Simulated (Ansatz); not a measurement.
`[SiH3]O/C=[N]\[SbH2]`, charge 0, multiplicity 1.

Q: Give a relaxed structure at PBE0-D4/def2-TZVP (the Gaussian-basis code of Ansatz). (Best estimate.)

A: Ansatz gave: 
Z-matrix (Å, degrees):
```
Si
O 1 1.667
H 1 1.485 2 110.0
H 1 1.477 2 105.3 3 119.8
H 1 1.485 2 110.0 3 -120.5
C 2 1.352 1 125.6 3 60.0
N 6 1.250 2 126.2 1 179.9
H 6 1.099 2 113.9 1 -0.1
Sb 7 2.065 6 120.8 2 -0.0
H 9 1.717 7 97.1 6 -45.5
H 9 1.717 7 97.1 6 45.5
```
Point group Cs.
This is one stationary point; other conformers may exist.
